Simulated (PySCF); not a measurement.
Species: (LiSH)2 ring, H₂Li₂S₂.
Structure used (PBE0-D3(BJ)/def2-SVP), in Å, numbered top down from 1:
```xyz
6
H2Li2S2 angstrom
Li     0.631   -0.939   -0.806
S      1.687    0.063    1.007
Li    -0.624    0.206    1.222
S     -1.681   -0.855   -0.557
H      1.875    1.284    0.456
H     -1.888    0.240   -1.322
```

The closed-shell ground state was solved at several levels (PySCF, density fitting, gas phase, non-relativistic).

```tsv
level	basis functions	total energy (Eh)	HOMO (eV)	LUMO (eV)	gap (eV)	dipole (D)
PBE0/pcSseg-1	82	-812.4183	-6.61	-0.85	5.76	1.83
CAM-B3LYP/def2-SVPD	94	-812.5310	-7.90	-0.41	7.49	1.19
```

Question: What might KT2/pcSseg-1 (82 basis functions) give for the same quantities?

Answer: Total energy -819.2980 Eh, HOMO -5.50 eV, LUMO -1.37 eV, gap 4.13 eV, dipole 1.67 D.

Question: Over all these levels, which gives the widest orbital gap and which the narrowest?

Answer: CAM-B3LYP/def2-SVPD (range-separated hybrid) has the widest, 7.49 eV, and KT2/pcSseg-1 (GGA) the narrowest, 4.13 eV. Functional and basis both differ between the two, so the spread mixes both effects.

Question: How far do the dipole and the HOMO energy spread over the levels?

Answer: The dipole runs from 1.19 to 1.83 D (mean 1.56 D) and the HOMO from -7.90 to -5.50 eV.

One conformer stands for the species.
